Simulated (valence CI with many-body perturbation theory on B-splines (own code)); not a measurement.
## Which ion has this spectrum?

A relativistic CI+MBPT calculation for an atom or ion with 22 electrons gives these levels (eV):

```
J  Parity       E     g
0    even   0.000      
1    even   5.702  1.50
2    even   9.651  1.44
3    even  12.128  1.40
4    even  12.644  1.26
0    even  17.862      
4    even  18.993  1.07
3    even  21.703  0.94
2    even  22.105  0.89
5    even  23.198  1.07
1    even  23.776  1.32
6    even  24.815  1.11
4    even  27.043  1.03
2    even  27.802  1.20
```

The energies are calculated, and their last digits are not significant.

Task: Which is it?
A. Te30+
B. Sn28+
C. Ag25+
D. In27+

Result: B. Sn28+, ground level (3d3/2^4) J=0.
